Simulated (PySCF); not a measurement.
# Broadened absorption spectrum of C4H12OSi2

C4H12OSi2.
Z-matrix (Å and degrees, GFN2-xTB geometry), rows numbered from 1:
```
O 
C   1  1.1982
C   2  1.5008  1  126.14
C   3  1.5285  2  112.93  1    -8.76
C   4  1.5246  3  111.89  2   -73.38
Si  5  1.9077  4  112.52  3   175.28
Si  6  2.3112  5  110.59  4   -63.66
H   2  1.1104  1  120.81  3   179.02
H   3  1.0937  2  108.46  1  -132.24
H   3  1.0953  2  106.45  1   113.14
H   4  1.0922  3  108.19  2    47.51
H   4  1.0923  3  109.33  2   164.96
H   5  1.0922  4  109.12  3   -61.70
H   5  1.0913  4  108.80  3    54.14
H   6  1.4716  5  106.50  4   172.35
H   6  1.4738  5  106.54  4    60.63
H   7  1.4664  6  111.34  5  -179.54
H   7  1.4670  6  112.81  5    61.33
H   7  1.4641  6  112.73  5   -59.66
```

Method: TDDFT B3LYP/def2-SVPD, vertical, gas phase, core orbitals frozen in the response (PySCF). GFN2-xTB frequencies show an imaginary mode (21i cm⁻¹), so this geometry is no minimum at that level.

Computed states:

```json
{"state": "S1", "E (eV)": "4.35", "f": "0.0002"}
{"state": "S2", "E (eV)": "6.16", "f": "0.0023"}
{"state": "S3", "E (eV)": "6.59", "f": "0.0037"}
{"state": "S4", "E (eV)": "6.62", "f": "0.0008"}
{"state": "S5", "E (eV)": "6.94", "f": "0.037"}
{"state": "S6", "E (eV)": "6.98", "f": "0.0007"}
{"state": "S7", "E (eV)": "7.13", "f": "0.044"}
{"state": "S8", "E (eV)": "7.25", "f": "0.023"}
```

Each state is given a Gaussian of 0.5 eV full width at half maximum, with ε(max) = 2.175×10⁸ f / Δν̃ (Δν̃ the width in cm⁻¹). The width is an assumption, not a result. The curve ends short of the highest state used, and states not computed would add to its high-energy end.

**Question.** What does the envelope look like, and where are its maxima?

**Answer.** 
(E (eV), ε (L mol⁻¹ cm⁻¹)): (3.60, 0), (3.67, 0), (3.74, 0), (3.82, 0), (3.89, 1), (3.96, 2), (4.03, 3), (4.10, 5), (4.17, 7), (4.24, 9), (4.31, 11), (4.38, 11), (4.45, 10), (4.52, 8), (4.60, 5), (4.67, 4), (4.74, 2), (4.81, 1), (4.88, 0), (4.95, 0), (5.02, 0), (5.09, 0), (5.16, 0), (5.23, 0), (5.31, 0), (5.38, 0), (5.45, 0), (5.52, 1), (5.59, 3), (5.66, 8), (5.73, 16), (5.80, 30), (5.87, 50), (5.94, 75), (6.01, 102), (6.09, 132), (6.16, 155), (6.23, 179), (6.30, 213), (6.37, 271), (6.44, 373), (6.51, 545), (6.58, 819), (6.65, 1228)

Maxima: 285 nm (4.35 eV), ε about 11, made up of S1 (100%) (ε in L mol⁻¹ cm⁻¹; maxima over ε = 5, shares over 10%). At its high-energy end, 6.65 eV, the curve is still rising (ε about 1200, from S3, S5 and S7).

**Question.** On this curve, what absorbance would a 10⁻⁴ mol/L sample give at 308 nm over a 1 cm path?

**Answer.** 308 nm is 4.025 eV, where ε is about 3.3 L mol⁻¹ cm⁻¹, so A = ε c l ≈ 0.00033 (Beer–Lambert, with the gas-phase spectrum and the assumed width).

**Question.** Does any computed singlet lie in the visible range?

**Answer.** No computed singlet lies in the visible range (380 to 750 nm); the lowest, at 285 nm, stands 1.09 eV above its violet end (3.26 eV).

**Question.** Coming from long wavelengths, where does ε first pass 100 L mol⁻¹ cm⁻¹?

**Answer.** At about 206 nm (6.01 eV), 1.65 eV above S1.

Hardware: Arm Neoverse N1, one thread, no GPU, shared host. Cost: 1.8 min wall, 1.0 GiB resident at most.

One conformer stands for the species.
